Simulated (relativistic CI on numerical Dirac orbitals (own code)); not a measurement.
# Hyperfine structure of Ta II, mass number 181

Calculated at this level of theory: Dirac-Coulomb-Breit CI, separate exchange-only KLI orbitals for each configuration, model QED, valence Slater integrals scaled by 0.85, P86 correlation energy added to each configuration (own radial code, finite nucleus).

Configurations in the expansion (outside the closed core [Xe] 4f14): 5d3 6s, 5d2 6s2, 5d4, 5d3 6p, 5d 6s2 6p, 5d2 6s 6p, 5d 6s 6p2, 5d3 6d, 5d2 6s 5f, 5d3 6f, 5d2 6p2, 5d2 6s 5g, 5d3 7s, 5d2 6s 7p, 5d2 6s 7s, 5d 6s2 6d. Levels of other configurations are missing.

Nuclear spin I = 7/2, μ = 2.365 μN, Q = 3.17 b (tables of Stone and Pyykkö). The electronic factors are computed for point nuclear moments, without core polarisation; leaving it out makes A of s and p electrons in near-neutral atoms 20 to 40 % too small, and it can dominate for d and f shells.

```json
{"Level": "5d3 6s 5F_1", "E (eV)": "0.0000", "A (MHz)": "-2743", "B (MHz)": "-403"}
{"Level": "5d3 6s 5F_2", "E (eV)": "0.1080", "A (MHz)": "831.7", "B (MHz)": "-436"}
{"Level": "5d3 6s 5F_3", "E (eV)": "0.2704", "A (MHz)": "1412", "B (MHz)": "-607"}
{"Level": "5d3 6s 5F_4", "E (eV)": "0.4618", "A (MHz)": "1572", "B (MHz)": "-882"}
{"Level": "5d2 6s2 3F_2", "E (eV)": "0.5265", "A (MHz)": "629.5", "B (MHz)": "406"}
{"Level": "5d3 6s 5F_5", "E (eV)": "0.6649", "A (MHz)": "1645", "B (MHz)": "-1230"}
{"Level": "5d2 6s2 3F_3", "E (eV)": "0.9042", "A (MHz)": "434.5", "B (MHz)": "544"}
{"Level": "5d2 6s2 3F_4", "E (eV)": "1.2173", "A (MHz)": "508.6", "B (MHz)": "865"}
```

Levels with J = 0, under 50 % of one LS term, or S terms without an open s electron are left out. Small factors come from cancelling terms and can be off by tens of per cent or more.

Correlation outside the listed configurations is missing or only estimated: errors of thousands of cm⁻¹ between configurations and terms are usual at this charge. Rates and lifetimes follow the computed energies and can be off by large factors. The fine structure of a lone outer electron comes out too small, for d and f at times inverted, and misplaced configurations move strength between like terms. 7 of the 18 excited levels that our extract of the measured tables holds in this range could be paired (the sources list more); they are missed by 534 cm⁻¹ on average and 1067 at most, and levels without a partner can miss by more. Some levels of the ground configuration have no partner and can miss by 10 % or more.

Question: Give the hyperfine levels of 5d3 6s 5F_1 relative to its centre of gravity.

Answer: With K = F(F + 1) − I(I + 1) − J(J + 1), E = AK/2 + B[¾K(K + 1) − I(I + 1)J(J + 1)]/[2I(2I − 1)J(2J − 1)]: F = 5/2: 12130, F = 7/2: 3031, F = 9/2: -9700 MHz.

LS names give the leading component of a level, which can be under half, so a name can repeat, a term be missing and a line seem to break the LS rules.
